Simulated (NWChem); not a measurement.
System: CH₄O₃Si; SMILES O=C(O)[SiH2]O

```xyz
9

O      1.3410    -0.9403     0.0000
C      0.1339    -0.8594     0.0000
O     -0.6625    -1.9276     0.0000
Si    -0.6887     0.8837     0.0000
O      0.6383     1.8752     0.0000
H     -0.0908    -2.7162     0.0000
H     -1.5279     1.0471     1.2188
H     -1.5279     1.0471    -1.2188
H      1.4508     1.3471     0.0000
```
Atoms are numbered in this order, from 1.

Program: NWChem. Medium grid unless said otherwise, to which SCAN and Minnesota functionals are sensitive. All runs use the structure optimised with PBE0/def2-SVP.

Order these by “orbital gap (eV)”, lowest first: PBE0/def2-TZVP; BLYP/def2-TZVP; M06-2X/def2-TZVP.

BLYP/def2-TZVP (4.80), PBE0/def2-TZVP (7.34), M06-2X/def2-TZVP (9.90)
